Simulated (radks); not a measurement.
Question: These are the eigenvalues of the occupied orbitals of an atom or ion with whole-number occupations (eV). All-electron calculation, scalar-relativistic Kohn-Sham, PBE, spin-polarised, spherical densities, finite nucleus; Fermi nuclear charge, rms radius of each element as measured or else 0.836 A^(1/3) + 0.57 fm. Program: a radial shooting solver on a logarithmic mesh with Libxc functionals.

| orbital | eigenvalue |
|---|---|
| 1s up | -26550.45 |
| 1s down | -26550.43 |
| 2s up | -3964.175 |
| 2s down | -3963.954 |
| 2p up | -3559.775 |
| 2p down | -3559.595 |
| 3s up | -760.0897 |
| 3s down | -759.9660 |
| 3p up | -627.4320 |
| 3p down | -627.2900 |
| 3d up | -419.8484 |
| 3d down | -419.6383 |
| 4s up | -131.9426 |
| 4s down | -131.0844 |
| 4p up | -92.8047 |
| 4p down | -91.9151 |
| 4d up | -36.5327 |
| 4d down | -35.5576 |
| 5p up | -17.1663 |

Which element is it, and in what charge state? The configuration may be excited. Open shells, if any, are filled with parallel spins first.

Answer: Z = 48, cadmium, charge +2: Cd2+ in [Kr] 4d9 5p1. The list shows which subshells hold electrons but not how many an open one holds; the 1s level, -975.71 hartree, gives Z - s = 44.2 by -(Z - s)^2/2, which with screening and relativity narrows Z to a few neighbours, and the depths of the outer levels then fix element, charge and occupations together.
